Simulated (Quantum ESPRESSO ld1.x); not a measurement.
The numbers below are computed, except where a source is named.
Spin polarisation of the 4p3 shell in As. Start: [Ar] 3d10 4s2 4p(up 1.5, down 1.5); electrons of 4p are moved from spin down to spin up, other shells keep equal spins. Code: ld1.x of Quantum ESPRESSO 7.5. Model: non-relativistic Kohn-Sham, LDA (Slater exchange, VWN5 correlation), spin-polarised, spherical densities, point nucleus.

moment (Bohr magnetons)	E - E(0) (eV)	e(4p up) (eV)	e(4p down) (eV)	4s down minus up (eV)	3d down minus up (eV)
0	0.000	-5.374	-5.374	0.000	0.000
0.75	-0.088	-5.588	-5.121	0.498	0.074
1.5	-0.351	-5.766	-4.824	1.001	0.148
2.25	-0.795	-5.904	-4.479	1.511	0.221
3	-1.420	-5.995	-4.090	2.025	0.294

At moment 3 the spin-polarisation energy is -1.420 eV and the 4p exchange splitting 1.905 eV, that is 0.635 eV per Bohr magneton; E = -I m^2/4 would give I = 0.631 eV.
